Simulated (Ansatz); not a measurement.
Ansatz (a first-principles code) input (B3LYP/6-31G* with LANL2DZ past Ar): The .json file joins the Basis Set Exchange's 6-31G* for atoms up to Ar and LANL2DZ past it.

Ansatz 0.2 input:
```yaml
crystal:
  periodic: [false, false, false]
  atoms:
    - {symbol: Sb, position_ang: [-0.01822376, -0.02089934, 0.03780896]}
    - {symbol: H, position_ang: [-0.47141631, 1.35579584, -0.96048875]}
    - {symbol: H, position_ang: [1.40082813, -0.28992953, -0.96776845]}
basis:
  gaussian:
    orbitals: 6-31Gs+LANL2DZ.json
hamiltonian:
  xc: {name: B3LYP}
total_charge: -1
phonons: {temperatures: {t_min: 298.15, t_max: 298.15, t_step: 100}}
```

Output:

```
WARN ansatz: RAYON_NUM_THREADS=1 ignored (pool sized by the plan → 1); use --threads N
Functional definition: B3LYP
integrals: 0.00 GiB planned
201 factors; integrals over basis functions are off by at most 2.3e-4 eV
mean field: 0.05 GiB planned
mean field evaluation 1: about -179.4668 eV, gradient 2.6e0 eV
mean field evaluation 2: about -179.4966 eV, gradient 1.2e0 eV
mean field evaluation 4: about -179.5034 eV, gradient 2.6e-1 eV
mean field evaluation 8: about -179.5038 eV, gradient 4.5e-5 eV
mean field -179.50382211 eV, -6.5966437906 hartree, gradient 4.5e-5 eV, S^2 0.000000; 0 other end points of the search recorded, 0 dependent functions left out
the calculation of the forces begins
reference -179.50400238 eV, -6.5966504154 hartree; 4, 4 occupied and 8, 8 virtual orbitals, 201 factors
these checks for a lower state are left out or cut short: stability, starts, cluster_reference, orbital_swaps, neighbouring_geometries, increment
integrals: 0.00 GiB planned
201 factors; integrals over basis functions are off by at most 2.3e-4 eV
mean field: 0.05 GiB planned
mean field evaluation 16: about -179.5038 eV, gradient 1.9e-6 eV
mean field -179.50379411 eV, -6.5966427615 hartree, gradient 1.8e-6 eV, S^2 0.000000; 0 other end points of the search recorded, 0 dependent functions left out
the calculation of the forces begins
reference -179.50397446 eV, -6.5966493891 hartree; 4, 4 occupied and 8, 8 virtual orbitals, 201 factors
these checks for a lower state are left out or cut short: stability, starts, cluster_reference, orbital_swaps, neighbouring_geometries, increment
integrals: 0.00 GiB planned
201 factors; integrals over basis functions are off by at most 2.3e-4 eV
mean field: 0.05 GiB planned
mean field -179.50379946 eV, -6.5966429581 hartree, gradient 1.7e-6 eV, S^2 0.000000; 0 other end points of the search recorded, 0 dependent functions left out
the calculation of the forces begins
reference -179.50397965 eV, -6.5966495801 hartree; 4, 4 occupied and 8, 8 virtual orbitals, 201 factors
these checks for a lower state are left out or cut short: stability, starts, cluster_reference, orbital_swaps, neighbouring_geometries, increment
integrals: 0.00 GiB planned
201 factors; integrals over basis functions are off by at most 2.3e-4 eV
mean field: 0.05 GiB planned
mean field -179.50379504 eV, -6.5966427958 hartree, gradient 1.3e-6 eV, S^2 0.000000; 0 other end points of the search recorded, 0 dependent functions left out
the calculation of the forces begins
reference -179.50397524 eV, -6.5966494177 hartree; 4, 4 occupied and 8, 8 virtual orbitals, 201 factors
these checks for a lower state are left out or cut short: stability, starts, cluster_reference, orbital_swaps, neighbouring_geometries, increment
integrals: 0.00 GiB planned
201 factors; integrals over basis functions are off by at most 2.3e-4 eV
mean field: 0.05 GiB planned
mean field evaluation 32: about -179.5046 eV, gradient 1.4e-1 eV
mean field -179.50378619 eV, -6.5966424704 hartree, gradient 1.3e-6 eV, S^2 0.000000; 0 other end points of the search recorded, 0 dependent functions left out
the calculation of the forces begins
reference -179.50396654 eV, -6.5966490980 hartree; 4, 4 occupied and 8, 8 virtual orbitals, 201 factors
these checks for a lower state are left out or cut short: stability, starts, cluster_reference, orbital_swaps, neighbouring_geometries, increment
integrals: 0.00 GiB planned
201 factors; integrals over basis functions are off by at most 2.3e-4 eV
mean field: 0.05 GiB planned
mean field -179.50381621 eV, -6.5966435736 hartree, gradient 6.2e-7 eV, S^2 0.000000; 0 other end points of the search recorded, 0 dependent functions left out
the calculation of the forces begins
reference -179.50399648 eV, -6.5966501986 hartree; 4, 4 occupied and 8, 8 virtual orbitals, 201 factors
these checks for a lower state are left out or cut short: stability, starts, cluster_reference, orbital_swaps, neighbouring_geometries, increment
integrals: 0.00 GiB planned
201 factors; integrals over basis functions are off by at most 2.3e-4 eV
mean field: 0.05 GiB planned
mean field -179.50382103 eV, -6.5966437507 hartree, gradient 2.4e-6 eV, S^2 0.000000; 0 other end points of the search recorded, 0 dependent functions left out
the calculation of the forces begins
reference -179.50400129 eV, -6.5966503753 hartree; 4, 4 occupied and 8, 8 virtual orbitals, 201 factors
Total energy: -179.50400238 eV, -6.5966504154 hartree
Atom 0 at    -0.018224    -0.020899     0.037809 Å, force    -0.000708    -0.000812     0.001470 eV/Å
Atom 1 at    -0.471416     1.355796    -0.960489 Å, force    -0.001156     0.001734    -0.000729 eV/Å
Atom 2 at     1.400828    -0.289930    -0.967768 Å, force     0.001864    -0.000921    -0.000741 eV/Å
Dipole moment:    -0.060778    -0.069702     0.126097 e Å
Vibrations: 836.65 1726.77 1737.46 cm⁻¹, zero-point energy 0.266621 eV
```

The blocks after the first are displaced geometries, from whose forces the wavenumbers follow.

The dipole moment of an ion depends on the origin.
